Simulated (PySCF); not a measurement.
## Spectroscopy problems

Theory: NMR shieldings at PBE0/pcSseg-1/GIAO, geometry from GFN2-xTB, in PySCF (one averaged value for each set of equivalent atoms, no solvent model, one computed conformer, no relativistic terms).

Referencing at the same level of theory: TMS for 1H (σ = 31.72 ppm) and 13C (σ = 186.93 ppm). Splittings of carbon signals by F and P are missing where no couplings were computed. Where no couplings were computed, multiplicities follow the n + 1 count of equivalent neighbours, and m marks all less simple cases (inequivalent or close neighbours, rings, F or P nearby). Shifts are as computed. Against solution values, carbons near 30 ppm lie about +3 ppm off and those near 130 ppm about +5 ppm; carbons on Cl a further +6 ppm (rms about the fit 2.1 ppm; single classes can miss by 10 ppm). Of 1328 compounds with measured shifts, 309 miss one by over three times the rms of a fit or turn the order of signals round; such compounds aren't used in these exercises. Signals without a measured value on file couldn't be tested in this way; 1H shifts scatter by 0.2 ppm about their fit, and single ones miss by 0.5 ppm. Carbons bonded to Cl come out too deshielded.

Task: C$_{8}$H$_{7}$F. 1H NMR (500 MHz, computed): δ 7.02 (m, 1H), 6.86 (br s, 1H), 6.38 (m, 1H), 6.19 (br s, 1H), 6.19 (m, 1H), 5.68 (m, 1H), 5.25 (m, 1H). 13C{1H} NMR (computed): δ 178.9 (C), 153.6 (C), 136.1 (CH2), 135.1 (CH), 133.3 (CH), 130.9 (CH), 116.0 (C), 113.2 (CH2). Identify the compound.

Result: SMILES C=CC1=C(F)C=CC1=C. Rings plus π bonds: 5 (1 ring in the answer). 8 carbon signals for 8 carbons: no two carbons are equivalent. Carbon types of the structure: 3 × C, 3 × CH, 2 × CH2, which accounts for all hydrogens. δC 178.9, 153.6, 116.0: fully substituted alkene carbon. δC 136.1, 113.2: terminal =CH2 carbon; an sp2 carbon of a C=C bond. δC 135.1, 133.3, 130.9: alkene CH; an sp2 carbon of a C=C bond. δH 7.02, 6.38, 6.19: hydrogen on an alkene CH; a vinylic proton, deshielded by the sp2 carbon and the C=C anisotropy.

This is the structure that produced the data.

Task: C$_{5}$H$_{4}$ClF$_{3}$O. 1H NMR (600 MHz, computed): δ 7.61 (m, 1H), 2.58 (d, 3H). 13C{1H} NMR (computed): δ 173.0 (C), 166.0 (CH), 133.7 (C), 131.1 (C), 19.8 (CH3). What is it?

Result: SMILES C/C=C(\C(=O)Cl)C(F)(F)F. Rings plus π bonds: 2 (no ring in the answer). 5 carbon signals for 5 carbons: no two carbons are equivalent. Carbon types of the structure: 3 × C, 1 × CH, 1 × CH3, which accounts for all hydrogens. δC 173.0: carbonyl carbon. δC 166.0: β carbon of a C=C–C=O unit; conjugation with the carbonyl draws π density from the β position. δC 133.7: α carbon of a C=C–C=O unit; as expected for a trigonal carbon in a double bond. δC 131.1: CF3 carbon; 3 electronegative neighbours deshield it.

The shifts were computed for this structure.
